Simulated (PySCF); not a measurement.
This PySCF input asks for the NMR shieldings of `InChI=1S/C7H10N2Si/c1-2-3-10-6-7(4-8)5-9-10/h1,7,9-10H,3,5-6H2/t7-,10-/m1/s1`; the geometry comes from GFN2-xTB.

```python
import basis_set_exchange as bse
import numpy as np
from pyscf import gto, dft
from pyscf.prop import nmr

atoms = """
C     3.570455    1.888839   -0.247520
C     2.684114    1.250394   -0.737207
C     1.616914    0.464412   -1.301865
Si    0.741363   -0.553884    0.048111
C    -0.766651   -1.563079   -0.538866
C    -1.969673   -0.730569   -0.074095
C    -2.271613    0.260875   -1.077713
N    -2.499378    1.039633   -1.883533
C    -1.581357   -0.020802    1.232115
N    -0.231242    0.454726    1.041259
H     4.348807    2.461266    0.160134
H     0.907817    1.131608   -1.797417
H     2.036060   -0.199777   -2.059404
H     1.691088   -1.429635    0.754810
H    -0.790998   -2.533963   -0.047123
H    -0.817230   -1.743261   -1.610506
H    -2.864833   -1.346048    0.072487
H    -1.653691   -0.733489    2.066592
H    -2.255694    0.817267    1.437099
H     0.100593    1.096166    1.740213
"""
names = dict.fromkeys(["C", "Si", "N", "H"], "pcSseg-1")
basis = {el: gto.basis.parse(bse.get_basis(n, elements=[el], fmt="nwchem")) for el, n in names.items()}
mol = gto.M(atom=atoms, basis=basis, charge=0, verbose=0)
mf = dft.RKS(mol, xc="PBE0")
mf.grids.level = 2
mf.grids.alignment = dft.numint.BLKSIZE   # the property module wants whole blocks of grid points
mf.conv_tol = 1e-9
mf.kernel()

calc = nmr.RKS(mf)   # GIAO
C = mf.mo_coeff
Co = C[:, mf.mo_occ > 0]
resp = mf.gen_response(singlet=True, hermi=2)
def vind(x):   # induced exchange potential for any number of trial vectors
    d = np.einsum("pi,xij,qj->xpq", C, 2 * x.reshape(-1, C.shape[1], Co.shape[1]), Co, optimize=True)
    return np.einsum("xpq,pi,qj->xij", resp(d - d.transpose(0, 2, 1)), C, Co, optimize=True).ravel()
mo1, _ = nmr.rhf.solve_mo1(calc, with_cphf=vind)
sigma = calc.kernel(mo1)
for i, s in enumerate(sigma):   # ppm
    print("%2d %-2s %9.2f" % (i, mol.atom_pure_symbol(i), np.trace(s) / 3))
```

Task: What does it print?

Result: 
```
 0 C     113.63
 1 C     102.15
 2 C     178.33
 3 Si    358.14
 4 C     169.86
 5 C     158.93
 6 C      57.82
 7 N     -27.30
 8 C     133.41
 9 N     235.08
10 H      30.41
11 H      29.46
12 H      30.11
13 H      26.64
14 H      30.69
15 H      30.61
16 H      28.79
17 H      28.42
18 H      28.08
19 H      30.76
```

These numbers come from an equivalent density-fitted implementation of the same equations, which agrees with the script to about 0.01 ppm for H and up to a few tenths of a ppm for heavy atoms, so last digits may differ.

Task: Turn these shieldings into chemical shifts. Referencing at the same level of theory: ¹³C (σ = 186.93 ppm) and ²⁹Si (σ = 349.16 ppm) and ¹H (σ = 31.72 ppm) vs TMS; NH3 for ¹⁵N (σ = 267.73 ppm).

Result: Averaging equivalent atoms: C 6: 129.1; C 1: 84.8; C 0: 73.3; C 8: 53.5; C 5: 28.0; C 4: 17.1; C 2: 8.6; Si 3: -9.0; N 7: 295.0; N 9: 32.7; H 13: 5.07; H 18: 3.64; H 17: 3.30; H 16: 2.92; H 11: 2.26; H 12: 1.60; H 10: 1.31; H 15: 1.11; H 14: 1.03; H 19: 0.95 ppm. Experimental scales use liquid or dissolved standards, which lie at an offset from isolated NH3 (liquid NH3: subtract about 20 ppm). Unscaled 15N shifts of sp2 nitrogen come out 20 to 40 ppm too high even then.

Size and cost of the density-fitted run: 227 basis functions, 88 s wall time on 1 thread of an Arm Neoverse N1, shared host; peak memory 1.1 GiB.
